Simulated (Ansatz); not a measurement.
Ansatz results at the PBE0-D4/def2-TZVP geometry: ideal-gas entropy at 298 K and 1 bar (rigid rotor, harmonic PBE0-D4/def2-TZVP) 369 J/(mol·K); HOMO–LUMO gap (ωB97M-V/def2-TZVPP) 8.60 eV; LUMO energy (PBE/def2-TZVPP) -2.15 eV.

Each molecule was computed in one conformer, which needn't be the lowest.

**Question.** Which molecule gave them?
A. `[OH][Ge][Br]`
B. `[OH][Ge][SH]`
C. `[NH2][Ge][O][SiH3]`
D. `C[CH](C)[Ge][NH2]`

**Answer.** D. The others give `[NH2][Ge][O][SiH3]`: 356, 10.11, -2.11; `[OH][Ge][SH]`: 302, 9.35, -2.72; `[OH][Ge][Br]`: 304, 9.48, -3.19.
